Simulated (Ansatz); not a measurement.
Geometry optimisation, Ansatz 0.2.0, RHF/def2-SVP.

Input:

```yaml
crystal:
  periodic: [false, false, false]
  atoms:
    - { symbol: Ge, position_ang: [-0.067002, 0.226858, -0.090472] }
    - { symbol: H, position_ang: [0.025442, 0.094034, 1.438465] }
    - { symbol: Cl, position_ang: [1.892544, 0.333097, -0.933751] }
    - { symbol: H, position_ang: [-0.85351, 1.436368, -0.563641] }
    - { symbol: F, position_ang: [-0.868687, -1.156716, -0.698836] }
    - { symbol: F, position_ang: [1.137458, -1.991833, 1.3109] }
    - { symbol: H, position_ang: [0.894256, -1.459808, 2.004136] }
basis:
  gaussian: { orbitals: def2-SVP }
hamiltonian:
  xc: hf
relax:
  f_tol: 0.03
  max_steps: 50
output:
  orbitals: {}
```

Launched with:

```bash
$ ansatz run input.yaml --threads 1 --pin off --max-ram 2048MiB --backend cpu --events-out ev --progress --plain --runs-dir out
```

Task: Where does it end, and by what steps?

Result: The run converged. After 32 steps the energy has fallen by 0.419 eV; H7 moved furthest, 1.05 Å.

```
step  energy less start (eV)  largest force component (eV/Å)  accepted
   0                  0.0000                           0.460       yes
   2                 -0.1188                           1.343       yes
   4                 -0.1626                           0.743       yes
   6                 -0.0670                           3.006        no
   8                 -0.1852                           0.041       yes
  10                  0.0050                           3.046        no
  12                 -0.2016                           0.190       yes
  14                 -0.2058                           0.109       yes
  16                 -0.1942                           1.466        no
  18                 -0.2241                           0.310       yes
  20                 -0.2410                           1.034       yes
  22                 -0.2926                           0.689       yes
  24                 -0.1741                           3.091        no
  26                 -0.3669                           0.326       yes
  28                 -0.4010                           0.470       yes
  30                 -0.4173                           0.083       yes
  32                 -0.4187                           0.013       yes
```

```xyz
7
Properties=species:S:1:pos:R:3
Ge -0.036 0.431 -0.082
H 0.088 0.934 1.340
Cl 1.841 0.575 -1.092
H -1.129 1.034 -0.941
F -0.393 -1.268 0.014
F 1.194 -2.074 1.953
H 0.596 -2.150 1.275
```

The run took 75 s on 1 thread of Arm Neoverse V1 (shared host), peak memory 0.19 GiB.
